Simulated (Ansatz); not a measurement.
La7⁺. The state is a singlet with charge 1. Geometry PBE-D4/def2-SVP.

```xyz
7

La    1.3928    1.4495   -1.1636
La   -0.0466    1.0057    2.0897
La   -1.0092   -1.1633   -2.5885
La    0.9710   -1.7559    0.1948
La    3.2540    0.3561    1.4821
La   -2.1023    1.7007   -0.7036
La   -2.4598   -1.5928    0.6891
```

In the def2 sets La takes a core potential; there is no spin–orbit coupling. The restricted singlet is unstable towards broken spin symmetry at other levels; at PBE-D4/def2-SVP, r2SCAN-D4/def2-TZVP, B97M-V/def2-TZVP, PBE0-D4/def2-TZVP this wasn't settled. At PBE-D4/def2-TZVP the restricted singlet is unstable: a solution with broken spin symmetry lies lower. At PBE0-D4/def2-TZVP a triplet of charge 1 lies 0.80 eV below the restricted singlet, each at its own geometry. The structure comes from a short search, and lower isomers may exist.

**Question.** Estimate the orbital energies around the gap (eV) in Ansatz with PBE-D4/def2-SVP, PBE-D4/def2-TZVP, r2SCAN-D4/def2-TZVP, B97M-V/def2-TZVP, PBE0-D4/def2-TZVP.

**Answer.** 
```
orbital  PBE-D4/def2-SVP  PBE-D4/def2-TZVP  r2SCAN-D4/def2-TZVP  B97M-V/def2-TZVP  PBE0-D4/def2-TZVP
HOMO−13           -22.83            -22.81               -23.41            -23.99             -24.56
HOMO−12           -22.76            -22.75               -23.36            -23.92             -24.47
HOMO−11           -22.74            -22.72               -23.33            -23.90             -24.46
HOMO−10           -22.56            -22.55               -23.18            -23.76             -24.28
 HOMO−9            -7.12             -7.08                -7.02             -7.23              -7.74
 HOMO−8            -6.62             -6.57                -6.53             -6.63              -6.98
 HOMO−7            -6.27             -6.23                -6.17             -6.30              -6.69
 HOMO−6            -6.26             -6.22                -6.14             -6.26              -6.68
 HOMO−5            -6.25             -6.21                -6.13             -6.24              -6.67
 HOMO−4            -6.17             -6.13                -6.05             -6.15              -6.50
 HOMO−3            -6.10             -6.05                -5.96             -6.05              -6.41
 HOMO−2            -6.03             -5.98                -5.92             -6.04              -6.36
 HOMO−1            -5.93             -5.88                -5.80             -5.90              -6.27
   HOMO            -5.80             -5.76                -5.69             -5.81              -6.13
   LUMO            -5.70             -5.66                -5.46             -5.62              -5.04
 LUMO+1            -5.61             -5.57                -5.39             -5.60              -4.96
 LUMO+2            -5.41             -5.37                -5.14             -5.33              -4.71
 LUMO+3            -5.35             -5.31                -5.10             -5.25              -4.65
 LUMO+4            -5.11             -5.07                -4.86             -5.01              -4.37
 LUMO+5            -4.88             -4.86                -4.66             -4.88              -4.24
```
